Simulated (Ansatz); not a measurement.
Start from `Cl[CH](Cl)[InH2]` and change one atom or group to get `[SiH3]C(Cl)Cl`.

Ansatz, PBE0-D4/def2-TZVP geometries, multiplicity 1. 

Elements past krypton have def2 core potentials.

```json
{"property": "HOMO energy (ωB97M-V/def2-TZVPP) / eV", "`Cl[CH](Cl)[InH2]`": "-9.39"}
{"property": "LUMO energy (B3LYP/def2-TZVPP) / eV", "`Cl[CH](Cl)[InH2]`": "-2.14"}
{"property": "LUMO energy (PBE0/def2-TZVPP) / eV", "`Cl[CH](Cl)[InH2]`": "-1.86"}
{"property": "LUMO energy (ωB97M-V/def2-TZVPP) / eV", "`Cl[CH](Cl)[InH2]`": "-0.36"}
{"property": "HOMO–LUMO gap (PBE0/def2-TZVPP) / eV", "`Cl[CH](Cl)[InH2]`": "5.39"}
{"property": "size of the dipole moment (B3LYP/def2-TZVPP) / D", "`Cl[CH](Cl)[InH2]`": "1.93"}
```

Problem. What does the change do to each property? (Estimate.)

Solution. Ansatz gave: 
| property | `[SiH3]C(Cl)Cl` | shift |
| --- | --- | --- |
| HOMO energy (ωB97M-V/def2-TZVPP) / eV | -10.45 | -1.06 |
| LUMO energy (B3LYP/def2-TZVPP) / eV | -0.72 | 1.42 |
| LUMO energy (PBE0/def2-TZVPP) / eV | -0.48 | 1.38 |
| LUMO energy (ωB97M-V/def2-TZVPP) / eV | 1.43 | 1.79 |
| HOMO–LUMO gap (PBE0/def2-TZVPP) / eV | 7.73 | 2.34 |
| size of the dipole moment (B3LYP/def2-TZVPP) / D | 1.55 | -0.38 |

With PBE0 the HOMO falls by 0.96 eV and the LUMO rises by 1.38 eV, so the gap widens by about 2.34 eV. PBE moves the HOMO by -0.82 eV and ωB97M-V by -1.06 eV. The zero-point energy changes by 36.8 kJ/mol with +3 modes. Dipoles are sizes alone; their direction can turn.

B3LYP here is the variant with VWN-RPA as its local correlation; programs differ in this.
